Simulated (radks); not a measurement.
Spherical quantum dot in the effective-mass picture: electrons in a hard-walled sphere of radius 2.5, with a point charge +1 (a donor) at the centre, all in effective atomic units (hartree* = m*/eps^2 hartree, bohr* = eps/m* bohr), one dielectric constant everywhere. Calculated with a radial shooting solver with Libxc functionals: non-relativistic Kohn-Sham, LDA (Slater exchange, Perdew-Wang correlation), spin-polarised, spherical densities. Levels are named by radial order and angular momentum (1s, 1p, 1d, 2s, ...), and open shells are averaged over m. Results are scaled to m* = 0.078 and eps = 4.2, for which hartree* = 120.3 meV and bohr* = 2.849 nm. Each electron was tried in the lowest free levels, single moves between levels near the top were tried too, and the lowest total energy was kept; such a search can miss a lower state. At N = 1 the Hartree and exchange-correlation terms need not cancel, so that row can carry a self-interaction error.

N                         open shells  2S   E (meV)  mu = E(N) - E(N-1) (meV)  addition energy mu(N+1) - mu(N) (meV)  e(HOMO) (meV)  rms radius (nm)
1                    1s(up 1, down 0)   1  -35.7127                   -35.713                                  94.58         1.4883            3.219
2                                none   0   23.1500                    58.863                                  188.2         94.356            3.429
3                    1p(up 1, down 0)   1   270.250                    247.10                                  61.85         277.54            3.823
4                    1p(up 2, down 0)   2   579.204                    308.95                                  63.61         340.62            4.026
5                    1p(up 3, down 0)   3   951.766                    372.56                                  81.75         404.58            4.158
6                    1p(up 3, down 1)   2   1406.08                    454.32                                  60.54         484.25            4.259
7                    1p(up 3, down 2)   1   1920.94                    514.86                                  61.89         545.68            4.338
8                                none   0   2497.70                    576.75                                  174.1         607.91            4.403
9                    1d(up 1, down 0)   1   3248.57                    750.88                                  59.25         780.43            4.487
10                   1d(up 2, down 0)   2   4058.70                    810.13                                  59.60         839.89            4.555
11                   1d(up 3, down 0)   3   4928.43                    869.73                                  59.79         899.60            4.613
12                   1d(up 4, down 0)   4   5857.95                    929.52                                  59.90         959.46            4.663
13                   1d(up 5, down 0)   5   6847.37                    989.42                                  76.54         1019.4            4.706
14                   1d(up 5, down 1)   4   7913.33                    1066.0                                  58.36         1095.1            4.746
15                   1d(up 5, down 2)   3   9037.66                    1124.3                                  58.69         1153.6            4.781
16                   1d(up 5, down 3)   2   10220.7                    1183.0                                  58.89         1212.4            4.813
17                   1d(up 5, down 4)   1   11462.6                    1241.9                                  59.01         1271.4            4.842
18                               none   0   12763.5                    1300.9                                  130.3         1330.4            4.869
19                   2s(up 1, down 0)   1   14194.7                    1431.2                                  95.10         1470.5            4.853
20                               none   0   15720.9                    1526.3                                  86.57         1566.1            4.833
21                   1f(up 1, down 0)   1   17333.8                    1612.8                                  57.52         1641.6            4.864
22                   1f(up 2, down 0)   2   19004.1                    1670.4                                  57.60         1699.2            4.893
23                   1f(up 3, down 0)   3   20732.1                    1728.0                                  57.65         1756.8            4.919
24                   1f(up 4, down 0)   4   22517.7                    1785.6                                  57.68         1814.7            4.944
25                   1f(up 5, down 0)   5   24361.0                    1843.3                                  56.00         1876.6            4.967
26  2s(up 1, down 0) 1f(up 7, down 0)   8   26260.3                    1899.3                                  61.11         1925.8            5.029
27                   1f(up 7, down 0)   7   28220.7                    1960.4                                  71.25         2000.2            5.009
28                   1f(up 7, down 1)   6   30252.3                    2031.6                                  56.94         2061.0            5.029
29                   1f(up 7, down 2)   5   32340.9                    2088.6                                  56.46         2121.8            5.047
30  2s(up 1, down 0) 1f(up 7, down 4)   4   34486.0                    2145.0                                  54.11         2170.6            5.100
31  2s(up 1, down 0) 1f(up 7, down 5)   3   36685.1                    2199.2                                  57.19         2227.7            5.116
32  2s(up 1, down 0) 1f(up 7, down 6)   2   38941.4                    2256.3                                  57.21         2284.9            5.131
33                   2s(up 1, down 0)   1   41255.0                    2313.6                                  71.59         2342.2            5.145
34                               none   0   43640.1                    2385.1                                  194.1         2425.2            5.126
35                   1g(up 1, down 0)   1   46219.4                    2579.2                                  56.36         2607.4            5.143
36                   1g(up 2, down 0)   2   48855.0                    2635.6                                      -         2663.8            5.158

All shells are closed at N = 2, 8, 18, 20, 34 (there: 1s2 1p6 1d10 2s2 1f14); the second difference of the energy has clear peaks (12 % above both neighbours; the first and last values, which can be the largest, are not judged, and half-filled shells can peak too) at N = 2, 5, 8, 13, 18, 27, 34.
